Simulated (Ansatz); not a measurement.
`BB1CO1` + `[OH][Al]([Cl])[Cl]` → `B[O][Al]([Cl])[Cl]` + `B1CO1` at 298.15 K and 1 bar (cleavage of the B–B bond).

Computed with Ansatz on PBE0-D4/def2-TZVP structures; ΔE is electronic, products minus reactants. CBS: MP2 limit from def2 TZ/QZ plus the TZ coupled-cluster correction, frozen cores. Each species was taken in one conformer, which may not be the lowest.

```
             species  CCSD(T)/CBS energy (Eh)  H − E (kJ/mol)  S (J/(mol·K))
            `BB1CO1`               -165.17216           157.1          284.8
`[OH][Al]([Cl])[Cl]`              -1237.55309            61.8          323.3
`B[O][Al]([Cl])[Cl]`              -1262.97636            97.3          364.1
             `B1CO1`               -139.80191           122.0          247.7
```

H − E and S are ideal-gas, rigid-rotor, harmonic terms from PBE0-D4/def2-TZVP, for one conformer and one mirror image of each species. 1 Eh = 2625.50 kJ/mol, R = 8.31446 J/(mol·K).

**Question.** By hand: ΔE, ΔH, ΔS and ΔG.

**Answer.** ΔE = (-1262.97636) + (-139.80191) − (-165.17216) − (-1237.55309) = -0.05302 Eh = -139.2 kJ/mol. Δ(H − E) = 97.3 + 122.0 − 157.1 − 61.8 = 0.4, so ΔH = -138.8 kJ/mol. ΔS = 364.1 + 247.7 − 284.8 − 323.3 = 3.7 J/(mol·K). ΔG = -138.8 − 298.15 × (3.7)/1000 = -139.9 kJ/mol.

**Question.** By hand: the equilibrium constant, and the temperature at which ΔG would vanish if ΔH and ΔS stayed fixed.

**Answer.** log₁₀ K = −ΔG/(RT ln 10) = 24.5. ΔH and −TΔS have one sign here, so there is no such temperature. One of them is within its doubt of zero, so this could turn.

The number of gas molecules stays the same, so ΔS is small and ΔH decides. A doubt of 5 kJ/mol in ΔE shifts log₁₀ K by 0.9 here. Other conformers and mirror images would add mixing entropy, several J/(mol·K) or more a flexible species. These are equilibria of isolated gas molecules and say nothing of rates. Largest T1 diagnostic: 0.016 (customary marks: 0.02 for closed shells, 0.045 for open ones).
